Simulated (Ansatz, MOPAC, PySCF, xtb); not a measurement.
Spectroscopic constants of SiTe, closed-shell singlet (lowest of 2S+1 = 1, 3, 5 at CCSD(T)/def2-TZVPP on PBE0 minima; our sources give no spin for the ground state, which may be another). No spin–orbit coupling.

The constants come from a fifth-degree fit in 1/R (seven points, main isotopes). In def2 and cc sets the state is the lowest found near the PBE0 minimum, followed along R. The singlet is held restricted. HF and MP2 rows in def2 and cc sets belong to the determinant that coupled cluster picked by its CCSD energy.

Run with Ansatz (an electronic-structure program); MOPAC for PM3, PM6 (differences of heats of formation); PySCF for 3-21G rows, LANL2DZ rows, STO-3G rows; xtb for the GFN methods. Values without a source in brackets are computed. In def2 rows elements past Kr take small-core potentials, without spin–orbit coupling.

```tsv
level	r_e (Å)	ω_e (cm⁻¹)	α_e (cm⁻¹)	ω_e x_e (cm⁻¹)	dipole (D)
PM3	2.337	277	-0.0012	1.7	-
PM6	2.236	633	0.00045	1.4	-
GFN1-xTB	2.328	592	0.00061	1.9	-
GFN2-xTB	2.343	538	0.00076	2.4	-
HF/STO-3G	2.235	601	0.00031	0.84	4.00
HF/3-21G	2.351	462	0.00048	1.1	1.86
HF/def2-TZVPP	2.253	527	0.00044	1.1	-
HF/def2-QZVPP	2.251	527	0.00044	1.1	-
SVWN5/def2-TZVPP	2.272	481	0.00051	1.2	0.66
BP86/LANL2DZ	2.372	425	0.00047	1.1	0.59
r2SCAN/def2-TZVPP	2.278	487	0.00049	1.2	0.62
B97M-V/def2-TZVPP	2.275	490	0.00049	1.2	0.49
B3LYP/LANL2DZ	2.354	438	0.00047	1.1	0.75
B3LYP/def2-TZVPP	2.284	480	0.00049	1.2	0.88
PBE0/def2-TZVPP	2.269	497	0.00047	1.1	0.76
BHLYP/def2-TZVPP	2.259	509	0.00047	1.1	1.06
CAM-B3LYP/def2-TZVPP	2.255	509	0.00047	1.1	0.98
wB97X-V/def2-TZVPP	2.245	525	0.00045	1.1	0.93
wB97M-V/def2-TZVPP	2.251	518	0.00046	1.1	1.14
B2PLYP/def2-TZVPP	2.285	477	0.00052	1.3	-
MP2/def2-TZVPP	2.271	498	0.00048	1.1	-
MP2/def2-QZVPP	2.266	499	0.00048	1.1	-
MP2/CBS(def2-TZVPP, def2-QZVPP)	2.263	501	0.00047	1.1	-
SCS-MP2/def2-TZVPP	2.273	498	0.00048	1.1	-
SCS-MP2/def2-QZVPP	2.267	499	0.00047	1.1	-
CCSD/def2-TZVPP	2.267	506	0.00047	1.2	-
CCSD/def2-QZVPP	2.260	509	0.00047	1.1	-
CCSD(T)/def2-TZVPP	2.285	481	0.00052	1.3	-
CCSD(T)/def2-QZVPP	2.278	485	0.00051	1.3	-
CCSD(T)/CBS(def2-TZVPP, def2-QZVPP)	2.274	488	0.00051	1.3	-
```

Correlated levels freeze the inner cores; with def2 sets outer-core shells near the valence are correlated too. CBS: X⁻³ extrapolation of the correlation energy, Hartree–Fock from the larger set. Rows in 3-21G, LANL2DZ, STO-3G carry no dispersion term and start afresh at each structure; the Pople sets are all-electron and without relativity. LANL2DZ brings its own core potentials from Na on. The state that PM3, PM6 reach isn't checked.
